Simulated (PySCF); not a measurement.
```xyz
4
charge 1 multiplicity 1, angstrom
Sn    0.0000    0.0000    0.0000
Br    2.4018    0.0000    0.0000
Br   -1.2009    2.0801    0.0000
Br   -1.2009   -2.0801    0.0000
```

All numbers come from PBE0/[Sn def2-SVP with ECP28, Br def2-SVP], scalar-relativistic core potentials, density fitting, no spin–orbit coupling, PySCF.

This geometry of SnBr₃⁺ is a stationary point at this level.

What is the point group?

D3h.

Is it a minimum?

Yes: all harmonic wavenumbers are real.

List the harmonic modes with their infrared intensities.


```tsv
symmetry	ω (cm⁻¹)	IR (km/mol, summed over degenerate members)
e'	71	4.8
a2''	82	3.6
a1'	233	0.0
e'	326	71.1
```

What are the dipole moment and the gap between the highest occupied and lowest empty levels?

0.00 D about the centre of mass and 4.69 eV.

In D3h the vibrations span 2e' + a2'' + a1'. The a1' mode carries no infrared intensity, as symmetry demands.

This need not be the most stable arrangement of these atoms.
